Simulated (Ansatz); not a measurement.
`O[Si](F)(F)O[SiH3]` → `O[Si](O)(F)F` + `[SiH2]`  (silylene loss)

Gas-phase electronic energies from Ansatz, PBE0-D4/def2-TZVP geometries. CCSD(T)/CBS adds triple-zeta CCSD(T) − MP2 to the extrapolated MP2 energy (def2 sets, frozen cores). This one scheme is used for every species. DFT in def2-TZVPP. B3LYP here is the variant with VWN-RPA as its local correlation; programs differ in this. HSE06 is defined as in plane-wave codes. One conformer a species, not always the lowest.

`O[Si](F)(F)O[SiH3]`:

Cartesian coordinates in Å:
```
O 1.825 -0.116 1.581
Si 0.265 0.011 1.198
F -0.580 -1.145 1.867
F -0.351 1.354 1.759
O 0.135 -0.046 -0.386
Si -0.670 0.002 -1.814
H 2.079 -0.106 2.504
H 0.307 -0.264 -2.895
H -1.732 -1.034 -1.819
H -1.277 1.344 -1.994
```

`O[Si](O)(F)F`:

Z-matrix (Å, degrees):
```
Si
O 1 1.609
F 1 1.583 2 110.1
O 1 1.609 2 107.3 3 122.5
F 1 1.583 2 112.2 3 -116.4
H 2 0.957 1 118.9 3 32.8
H 4 0.957 1 118.9 2 155.3
```

`[SiH2]`:

Z-matrix (Å, degrees):
```
Si
H 1 1.525
H 1 1.525 2 91.2
```

```json
{"level": "LDA (SPW92)", "ΔE (kJ/mol)": "352.4", "difference from CCSD(T)/CBS": "11.9"}
{"level": "BLYP-D4", "ΔE (kJ/mol)": "324.8", "difference from CCSD(T)/CBS": "-15.7"}
{"level": "PBE0-D4", "ΔE (kJ/mol)": "342.6", "difference from CCSD(T)/CBS": "2.1"}
{"level": "ωB97X-V", "ΔE (kJ/mol)": "349.3", "difference from CCSD(T)/CBS": "8.8"}
{"level": "BLYP", "ΔE (kJ/mol)": "309.3", "difference from CCSD(T)/CBS": "-31.2"}
{"level": "B3LYP", "ΔE (kJ/mol)": "326.6", "difference from CCSD(T)/CBS": "-13.9"}
{"level": "r2SCANh", "ΔE (kJ/mol)": "356.2", "difference from CCSD(T)/CBS": "15.7"}
{"level": "r2SCAN0", "ΔE (kJ/mol)": "358.5", "difference from CCSD(T)/CBS": "18.0"}
{"level": "HSE06", "ΔE (kJ/mol)": "335.6", "difference from CCSD(T)/CBS": "-4.9"}
{"level": "LC-ωPBE", "ΔE (kJ/mol)": "352.2", "difference from CCSD(T)/CBS": "11.7"}
{"level": "RPA@PBE/def2-TZVPP", "ΔE (kJ/mol)": "317.1", "difference from CCSD(T)/CBS": "-23.4"}
{"level": "HF/def2-SVP", "ΔE (kJ/mol)": "331.3", "difference from CCSD(T)/CBS": "-9.2"}
{"level": "MP2/def2-SVP", "ΔE (kJ/mol)": "340.1", "difference from CCSD(T)/CBS": "-0.4"}
{"level": "CCSD/def2-SVP", "ΔE (kJ/mol)": "317.7", "difference from CCSD(T)/CBS": "-22.8"}
{"level": "CCSD/def2-TZVPP", "ΔE (kJ/mol)": "332.6", "difference from CCSD(T)/CBS": "-7.9"}
{"level": "MP2/CBS(def2)", "ΔE (kJ/mol)": "361.1", "difference from CCSD(T)/CBS": "20.6"}
{"level": "CCSD(T)/CBS", "ΔE (kJ/mol)": "340.5", "difference from CCSD(T)/CBS": "0"}
```

Largest T1 diagnostic among the species: 0.014.

At CCSD(T), def2-SVP lies −21.9 kJ/mol from the extrapolated value and def2-TZVPP −6.9 kJ/mol. From PBE to PBE0 (25 % exact exchange), in def2-TZVPP and without D4, ΔE moves by +15.1 kJ/mol. Leaving LDA and LC-ωPBE aside and taking each functional with its dispersion term where it has one, the values, not all of them listed here, spread over 38.2 kJ/mol, from revPBE-D4 to r2SCAN0-D4. LDA lies +31.7 kJ/mol from PBE without D4.

CCSD(T)/CBS has its own doubt, a few kJ/mol and more with outer-core shells, so smaller differences from it don't rank the levels.
